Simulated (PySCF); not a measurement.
C₂H₅FOSi₂, SMILES FC1=CO[SiH2][SiH2]1.

Geometry optimised at PBE0-D3(BJ)/def2-SVP. This is a generated structure with no PubChem entry under its InChIKey; it may be hypothetical.

Two levels are set side by side: TDDFT-PBE/def2-SVPD (PySCF) and TDDFT-LC-ωPBE/def2-SVPD (PySCF). Vertical, same geometry. The lowest singlet is HOMO→LUMO+1 100 % with PBE and HOMO→LUMO+1 94 % with the other functional; states are paired by order. Differences are taken from unrounded values.

```tsv
quantity	TDDFT-LC-ωPBE	TDDFT-PBE	TDDFT-PBE minus TDDFT-LC-ωPBE
lowest singlet excitation (eV)	5.59	4.17	-1.42
lowest triplet excitation (TDA) (eV)	3.57	3.56	-0.01
first bright state (f over 0.05) (eV)	5.59	5.79	0.20
its oscillator strength	0.11	0.05	-0.06
```

Functionals without exact exchange tend to place singlet excitations lower, as here. Differences between two approximate levels are no errors against the true value.

Rough cost on one machine, each run with all the roots and properties that it gave: TDDFT-LC-ωPBE against TDDFT-PBE about 5 times.
